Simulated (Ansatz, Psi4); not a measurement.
Species: HSiO2, charge 0, multiplicity 2. SMILES: [O][Si]O
Geometry: optimised at B3LYP-D3(BJ)/def2-TZVP (Ansatz, a quantum-chemistry and plane-wave program).

B3LYP/6-31G* beside other levels, property by property. Set-up: non-relativistic; UHF or UKS for open shells; 6-31G* and kin with 6d, 5d where marked; 6-311+G** with 5d, 6d on Na to Ar in Ansatz; no dispersion term unless named; atomisation electronic, to ground-state atoms; valence correlation only; each state is the SCF solution reached for its charge and spin; spin-orbit terms left out. CBS marks a two-point X^-3 extrapolation of the correlation energy; Hartree-Fock from the larger set. The bracket is a focal-point correction in the basis named. First-principles rows: single points at B3LYP-D3(BJ) geometries (Ansatz), with unscaled harmonic terms from B3LYP/6-31G* (Ansatz) at its own minima, enthalpies of formation by atomisation with measured atoms. Anions need diffuse functions, which STO-3G, LANL2DZ, def2-SVP, cc-pVDZ and Pople sets without + lack.

Coupled cluster (Ansatz) is a level with limits of its own, used here on species with T1 under 0.025 (0.045 for open shells) and stable references: RI-MP2/CBS(aug-cc-pV(T+d)Z,aug-cc-pV(Q+d)Z)+[CCSD(T)-MP2]/aug-cc-pV(T+d)Z.

| property | B3LYP/6-31G* (Ansatz) | PBE/6-31G* (Ansatz) | B3LYP/6-311+G** (Ansatz) | wB97X-D/6-31G* (Psi4) | to compare with |
|---|---|---|---|---|---|
| vertical electron affinity to the singlet (eV) | 1.50 | 1.31 | 2.23 | 1.56 | 2.26 coupled cluster |
| enthalpy of formation at 298 K (kcal/mol) | -54.0 | -73.0 | -57.1 | -54.6 | -76.6 coupled cluster |
| atomisation energy (kcal/mol) | 339.7 | 358.7 | 342.7 | 340.2 | 362.2 coupled cluster |

As the rows show:
- vertical electron affinity to the singlet: B3LYP/6-31G* lies 0.76 eV below coupled cluster.
- enthalpy of formation at 298 K: B3LYP/6-31G* lies 22.6 kcal/mol above coupled cluster.
- atomisation energy: B3LYP/6-31G* lies 22.5 kcal/mol below coupled cluster.

The properties are those with a value to compare with, at most eight drawn at random. No case is left out for the size of its miss. Left out are saddle points of the reference geometry, anions that the best level run finds unbound, excited spin states, species near biochemistry, 298 K rows of species without real B3LYP wavenumbers, cases with under five habitual levels, runs that failed or that the program found above a lower state of the same kind, table entries that another table contradicts, and a share of species set aside by lot.
